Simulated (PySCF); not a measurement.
Calculation: TPSSh-D3(BJ)/def2-TZVP // B3LYP-D3(BJ)/def2-TZVP (PySCF). Gas-phase values, no solvent. One relaxed conformer stands for a flexible species; it need not be the lowest. Delta-SCF ions had no search for a lower state. Excitations are Tamm–Dancoff values on a coarser integration grid. The basis has no diffuse functions, so Rydberg states are missing or too high.

Reference species (SMILES): `[NH2][Al]([NH2])[OH]` (N–Al–O–H torsion 0°) (neutral, multiplicity 1).

```json
{
  "HOMO–LUMO gap": "5.86 eV",
  "T1 excitation (TDA)": "5.08 eV",
  "vertical ionisation energy (Delta-SCF)": "8.79 eV"
}
```

Changed species: `[OH][Al]([OH])[NH2]` (O–Al–O–H torsion 0°, O–Al–O–H torsion -180°) (1 of 3 OH replaced by NH2; the reference has 2 of 3 OH replaced by NH2).

Question: Predict the effect on the HOMO–LUMO gap, T1 excitation (TDA) and vertical ionisation energy (Delta-SCF).

Answer: the HOMO–LUMO gap rises by 0.19 eV, to 6.05 eV; the T1 excitation (TDA) rises by 0.13 eV, to 5.21 eV; the vertical ionisation energy (Delta-SCF) rises by 0.78 eV, to 9.57 eV.
